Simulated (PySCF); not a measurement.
These compounds are isomers of formula C₄H₉FO₂Si₂.

A. SMILES O1[C@H](OC)[SiH2]C=C(F)[SiH2]1
B. SMILES C1(C)=C(OC)[SiH2][Si@@H](F)O1
C. `InChI=1S/C4H9FO2Si2/c5-1-3(8)2-9-4(6)7/h1H,2,9H2,8H3,(H,6,7)/b3-1+`

Spectrum 1. ¹³C{¹H} NMR (computed): δ 160.7 (C), 140.8 (C), 62.1 (CH3), 17.1 (CH3).

Spectrum 2. ¹³C{¹H} NMR (computed): δ 185.3 (C), 161.4 (CH), 113.2 (C), 10.8 (CH2).

Spectrum 3. ¹³C{¹H} NMR (computed): δ 184.5 (C), 115.5 (CH), 99.2 (CH), 58.5 (CH3).

Averaged over atoms made equivalent by symmetry, fast rotation or ring inversion, non-relativistic, in vacuum, single conformer. GFN2-xTB structure; NMR shieldings at PBE0/pcSseg-1/GIAO; PySCF.

Referencing at the same level of theory: TMS for ¹³C. Splittings of carbon signals by F and P are missing where no couplings were computed. Acid and N–H amide carbonyl carbons lie up to 10 ppm further downfield in solution (hydrogen bonding). Shifts are as computed. Against solution values, carbons near 30 ppm lie about +3 ppm off and those near 130 ppm about +5 ppm. Of 1309 compounds with measured shifts, 239 miss one by over three times the rms of a fit or turn the order of signals round; such compounds aren't used in these exercises.

Q: Match each spectrum to its structure.

A: 1–B, 2–C, 3–A.

- Spectrum 1 (B): 4 ¹³C signals; δC 160.7 is an alkene carbon bearing oxygen; δC 140.8 is an alkene carbon bearing oxygen.
- Spectrum 2 (C): 4 ¹³C signals; δC 161.4 is an alkene CH; δC 113.2 is a fully substituted alkene carbon.
- Spectrum 3 (A): 4 ¹³C signals; δC 115.5 is an alkene CH; δC 99.2 is an sp3 carbon bearing two oxygens.
